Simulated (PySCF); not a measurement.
## MnCl3: multiplets, ligand field and magnetism

MnCl3 holds Mn(III), d4, at total charge 0. The structure is a PBE0-D3(BJ)/def2-TZVP geometry optimised for multiplicity 5; coordination trigonal planar, point group C2v, metal–donor distances 2.13 Å.

```
4

Mn    0.000    0.000    0.000
Cl    2.126    0.000    0.000
Cl   -0.682    2.025    0.000
Cl   -0.682   -2.025    0.000
```

Method (PySCF 2.14, density fitting): CASSCF(4,5) with orbitals averaged over all microstates of the shell, strongly contracted NEVPT2 on the averaged canonical orbitals; basis x2c-TZVPall on the metal, x2c-SVPall elsewhere; spin-free X2C; gas phase; spin-orbit coupling by state interaction with the mean-field operator over all roots.

## Spin-free states

| 2S+1 | deg. | symmetry | free-ion term | CASSCF / cm⁻¹ | NEVPT2 / cm⁻¹ | f(ED) | occupations |
| --- | --- | --- | --- | --- | --- | --- | --- |
| 5 | 1 | 5A1 | 5D 1.00 | 0 | 0 | – | 1.0 1.0 1.0 1.0 0.0 |
| 5 | 1 | 5B2 | 5D 1.00 | 5770 | 7354 | 5.3e-06 | 1.0 1.0 1.0 0.0 1.0 |
| 5 | 1 | 5A2 | 5D 1.00 | 13153 | 16210 | 0 | 1.0 1.0 0.0 1.0 1.0 |
| 5 | 1 | 5B1 | 5D 1.00 | 14604 | 18059 | 1.1e-04 | 1.0 0.0 1.0 1.0 1.0 |
| 3 | 1 | 3A2 | 3H 0.68 | 21798 | 20349 | – | 1.1 1.1 0.9 0.9 0.1 |
| 3 | 1 | 3A1 | 3H 0.70 | 21527 | 20553 | – | 1.0 1.0 1.0 1.0 0.0 |
| 3 | 1 | 3B1 | 3H 0.70 | 21677 | 20683 | – | 0.9 1.0 1.0 0.9 0.0 |
| 3 | 1 | 3B2 | 3H 0.69 | 22170 | 20791 | – | 1.0 1.1 0.9 0.9 0.1 |
| 5 | 1 | 5A1 | 5D 1.00 | 16061 | 21137 | 9.3e-04 | 0.0 1.0 1.0 1.0 1.0 |
| 3 | 1 | 3A2 | 3F 0.29 | 24876 | 21754 | – | 1.2 1.4 0.7 0.4 0.4 |
| 3 | 1 | 3B1 | 3H 0.30 | 24669 | 22596 | – | 1.2 0.7 1.4 0.4 0.3 |
| 3 | 1 | 3A1 | 3H 0.51 | 24271 | 23135 | – | 1.0 1.0 1.0 0.9 0.2 |
| 3 | 1 | 3B2 | 3H 0.36 | 25918 | 23717 | – | 1.3 1.0 0.8 0.5 0.4 |
| 3 | 1 | 3A1 | 3F 0.51 | 26672 | 24065 | – | 1.0 1.0 0.9 1.0 0.1 |
| 3 | 1 | 3B1 | 3F 0.42 | 27065 | 26351 | – | 0.7 1.2 0.8 1.2 0.1 |
| 3 | 1 | 3B1 | 3H 0.38 | 28418 | 26952 | – | 1.5 0.8 0.5 0.4 0.8 |
| 3 | 1 | 3B2 | 3H 0.68 | 26757 | 27281 | – | 1.0 1.0 1.0 0.0 1.0 |
| 3 | 1 | 3A2 | 3H 0.48 | 27931 | 27608 | – | 0.9 0.9 1.0 0.7 0.5 |
| 3 | 1 | 3A2 | 3G 0.34 | 28930 | 27841 | – | 0.9 0.6 1.2 0.9 0.4 |
| 3 | 1 | 3B2 | 3P 0.54 | 28560 | 28648 | – | 0.8 1.1 0.8 0.4 0.8 |
| 3 | 1 | 3B2 | 3F 0.59 | 29495 | 28722 | – | 0.8 0.8 1.2 0.5 0.6 |
| 1 | 1 | 1A1 | 1I 0.92 | 30204 | 28912 | – | 0.8 1.2 1.2 0.7 0.1 |
| 1 | 1 | 1A2 | 1I 0.87 | 30882 | 28987 | – | 0.9 1.2 1.1 0.7 0.1 |
| 1 | 1 | 1B1 | 1I 0.92 | 30276 | 29059 | – | 0.9 1.1 1.2 0.8 0.1 |
| 1 | 1 | 1A1 | 1I 0.86 | 31014 | 29211 | – | 1.0 1.1 0.9 0.9 0.1 |
| 3 | 1 | 3A1 | 3G 0.63 | 31454 | 30466 | – | 0.9 1.3 0.7 0.3 0.8 |
| 1 | 1 | 1A1 | 1G 0.42 | 34530 | 31224 | – | 0.6 1.4 1.3 0.6 0.1 |
| 3 | 1 | 3A2 | 3H 0.40 | 31120 | 31747 | – | 0.8 0.9 0.7 0.8 0.8 |
| 3 | 1 | 3B1 | 3H 0.55 | 31278 | 32066 | – | 0.8 0.7 0.8 0.9 0.7 |
| 1 | 1 | 1B2 | 1I 0.84 | 34797 | 32974 | – | 1.2 1.1 0.9 0.2 0.6 |
| 3 | 1 | 3B2 | 3G 0.66 | 34157 | 33398 | – | 0.9 0.8 1.0 0.6 0.8 |
| 1 | 1 | 1A1 | 1G 0.82 | 36452 | 33426 | – | 1.2 0.8 0.8 0.8 0.4 |
| 1 | 1 | 1B2 | 1G 0.69 | 35366 | 33427 | – | 0.8 1.2 0.8 0.8 0.4 |
| 1 | 1 | 1A2 | 1I 0.68 | 35119 | 33454 | – | 0.9 1.4 0.7 0.4 0.6 |
| 3 | 1 | 3B2 | 3F 0.57 | 33146 | 33692 | – | 1.2 0.5 0.4 1.2 0.7 |
| 3 | 1 | 3A2 | 3H 0.44 | 32763 | 33836 | – | 0.7 1.2 0.6 0.6 0.9 |
| 1 | 1 | 1B1 | 1G 0.73 | 36549 | 33959 | – | 1.0 0.9 0.7 1.2 0.1 |
| 1 | 1 | 1A2 | 1G 0.84 | 36709 | 34498 | – | 0.9 0.7 1.1 1.0 0.2 |
| 1 | 1 | 1B1 | 1I 0.61 | 35315 | 34528 | – | 0.7 1.0 1.4 0.4 0.6 |
| 1 | 1 | 1B2 | 1G 0.83 | 36678 | 34819 | – | 0.8 0.7 1.2 0.9 0.3 |
| 3 | 1 | 3B1 | 3G 0.37 | 34053 | 34821 | – | 0.5 0.8 1.4 0.4 1.0 |
| 1 | 1 | 1A1 | 1G 0.38 | 38770 | 34940 | – | 1.2 1.3 0.5 0.5 0.5 |
| 3 | 1 | 3A2 | 3G 0.34 | 34524 | 35468 | – | 1.0 0.8 0.3 1.0 0.9 |
| 3 | 1 | 3A1 | 3G 0.51 | 34982 | 35996 | – | 0.7 0.6 1.2 0.6 0.9 |
| 3 | 1 | 3B1 | 3H 0.34 | 35577 | 36871 | – | 1.0 0.2 0.8 1.0 1.0 |

Only the lowest 45 spin-free levels are listed. Energies are counted from the ground state at NEVPT2 level. Weights follow the labels. f(ED) is the electric-dipole oscillator strength from the ground state at the fixed geometry, without vibronic coupling; occupations, where given, run over the ligand-field orbitals from the lowest.

Ligand-field fit:

```json
{"cm⁻¹": "B", "CASSCF": "1004"}
{"cm⁻¹": "B, free ion", "CASSCF": "1226"}
{"cm⁻¹": "C", "CASSCF": "3798"}
{"cm⁻¹": "C, free ion", "CASSCF": "4582"}
{"cm⁻¹": "rms of the fit", "CASSCF": "329"}
```

```csv
orbital,CASSCF / cm⁻¹,metal share,main function
1,0,0.95,z2 1.00
2,1462,0.94,xz 1.00
3,2808,0.93,yz 1.00
4,9719,0.88,xy 1.00
5,14729,0.80,x2-y2 1.00
```

ζ = 302 cm⁻¹, against 363 for the free ion.

Spin-orbit levels:

```
E / cm⁻¹  deg.   make-up
     0.0     1  1.00 5A1
     0.1     1  1.00 5A1
    10.7     1  1.00 5A1
    11.9     1  1.00 5A1
    15.1     1  1.00 5A1
  7364.4     1  1.00 5B2
  7366.1     1  1.00 5B2
  7366.4     1  1.00 5B2
  7371.7     1  1.00 5B2
  7371.7     1  1.00 5B2
 16190.5     1  0.99 5A2
 16196.9     1  0.99 5A2
 16197.3     1  0.99 5A2
 16217.4     2  1.00 5A2
 18041.1     1  0.99 5B1
 18041.4     1  0.99 5B1
```

Only the lowest levels are listed: 17 of 210 states.

## Magnetism

The ground multiplet follows a spin Hamiltonian with S = 2, g = 1.950, 1.993, 1.996, D = -3.76 cm⁻¹, E/|D| = 0.06 (spin-orbit part alone); the lowest levels hold 100 % of the spin-free ground state. μeff is 4.86 μB at 300 K and 4.68 μB at 10 K; the spin-only value is 4.90 μB.

```
T / K  χT / cm³ K mol⁻¹  μeff / μB
    2             2.144       4.14
    5             2.468       4.44
   10             2.737       4.68
   20             2.875       4.79
   30             2.908       4.82
   50             2.929       4.84
   75             2.937       4.85
  100             2.941       4.85
  150             2.947       4.85
  200             2.951       4.86
  250             2.955       4.86
  300             2.958       4.86
```

Powder magnetisation at 2 K: 0.89 μB at 0.5 T, 1.52 μB at 1 T, 2.14 μB at 2 T, 2.44 μB at 3 T, 2.85 μB at 5 T, 3.16 μB at 7 T.

No frequencies were computed for the optimised geometry. Charge-transfer states lie outside this active space and may come lower than some of these levels. NEVPT2 lifts 5B2 from 5770 to 7354 cm⁻¹; on the d shell alone such lifts tend to overshoot. NEVPT2 on the d shell alone tends to put d–d bands too high for such charged or covalently bound ions. Gaps between spin states lean to high spin in this active space.

The job took 7 s on one thread of Arm Neoverse V2 (shared host), with 102 basis functions, launched as `OMP_NUM_THREADS=1 python lf_run.py task.json out`.
